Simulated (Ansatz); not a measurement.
A run on C$_{2}$H$_{9}$BOSi (`B[SiH](C)OC`) with other settings.

```yaml
crystal:
  periodic: [false, false, false]
  atoms:
    - {symbol: B, position_ang: [-0.399878, 1.353018, 1.764913]}
    - {symbol: Si, position_ang: [0.092682, 0.514314, 0.198718]}
    - {symbol: C, position_ang: [1.373445, -0.614038, 0.455855]}
    - {symbol: O, position_ang: [-1.121748, -0.159793, -0.420970]}
    - {symbol: C, position_ang: [-1.092096, -0.711767, -1.589805]}
    - {symbol: H, position_ang: [0.358756, 1.903286, 2.345388]}
    - {symbol: H, position_ang: [-1.425599, 1.343136, 2.161293]}
    - {symbol: H, position_ang: [0.558835, 1.470221, -0.683609]}
    - {symbol: H, position_ang: [1.653476, -1.045181, -0.408259]}
    - {symbol: H, position_ang: [1.100834, -1.341029, 1.094142]}
    - {symbol: H, position_ang: [2.176456, -0.144955, 0.839002]}
    - {symbol: H, position_ang: [-2.029891, -0.963129, -1.847637]}
    - {symbol: H, position_ang: [-0.528973, -1.548876, -1.592379]}
    - {symbol: H, position_ang: [-0.728258, -0.081980, -2.290156]}
basis:
  gaussian: {orbitals: x2c-TZVPPall}
hamiltonian: {xc: {name: LC-wPBE}}
scf: {lower_state_search: off}
output: {forces: true}
```

```sh
$ ansatz run in.yaml --threads 4 --pin off --events-out ev --progress --plain --max-ram 10444MiB
```

It prints (some lines left out):

```
Functional definition: LC-wPBE
1514 factors; their error is unknown
521 factors; integrals over basis functions are off by at most 2.2e-5 eV
mean field evaluation 1: about -12828.8748 eV, gradient 5.9e1 eV
mean field evaluation 2: about -12831.3919 eV, gradient 4.8e1 eV
mean field evaluation 4: about -12835.0794 eV, gradient 2.2e0 eV
mean field evaluation 8: about -12835.0937 eV, gradient 9.5e-2 eV
mean field evaluation 16: about -12835.0650 eV, gradient 3.0e-4 eV
mean field -12835.06497398 eV, -471.6799378742 hartree, gradient 5.3e-6 eV, S^2 0.000000; 0 other end points of the search recorded, 0 dependent functions left out
reference -12835.06497399 eV, -471.6799378745 hartree; 24, 24 occupied and 268, 268 virtual orbitals, 1514 factors
Total energy: -12835.06497399 eV, -471.6799378745 hartree
Relativity: scalar
Atom 0 at    -0.399878     1.353018     1.764913 Å, force     0.023644     0.176600     0.164118 eV/Å
Atom 1 at     0.092682     0.514314     0.198718 Å, force     1.574191     1.910604     1.356806 eV/Å
Atom 2 at     1.373445    -0.614038     0.455855 Å, force    -0.086215     0.093612    -0.030143 eV/Å
Atom 3 at    -1.121748    -0.159793    -0.420970 Å, force    -4.322857     0.061320     2.787129 eV/Å
Atom 4 at    -1.092096    -0.711767    -1.589805 Å, force    -0.331875    -0.835939    -1.471942 eV/Å
Atom 5 at     0.358756     1.903286     2.345388 Å, force     1.881131     1.433648     1.563903 eV/Å
Atom 6 at    -1.425599     1.343136     2.161293 Å, force    -2.638049     0.004562     1.087660 eV/Å
Atom 7 at     0.558835     1.470221    -0.683609 Å, force     0.900057     1.909482    -1.708295 eV/Å
Atom 8 at     1.653476    -1.045181    -0.408259 Å, force     1.084286    -1.618797    -3.142945 eV/Å
Atom 9 at     1.100834    -1.341029     1.094142 Å, force    -0.958528    -2.706899     2.361872 eV/Å
Atom 10 at     2.176456    -0.144955     0.839002 Å, force     2.980285     1.665231     1.399858 eV/Å
Atom 11 at    -2.029891    -0.963129    -1.847637 Å, force    -3.490908    -1.122530    -1.351285 eV/Å
Atom 12 at    -0.528973    -1.548876    -1.592379 Å, force     2.055620    -3.192504    -0.231989 eV/Å
Atom 13 at    -0.728258    -0.081980    -2.290156 Å, force     1.329218     2.221612    -2.784747 eV/Å
Dipole moment:     0.140501    -0.180696    -0.113288 e Å
Checks for a lower state left out: stability, starts, cluster_reference, orbital_swaps, neighbouring_geometries, increment
```

It took 3.5 s on 4 threads of an Arm Neoverse V2 on a shared host, with 0.6 GiB of host memory at the peak.
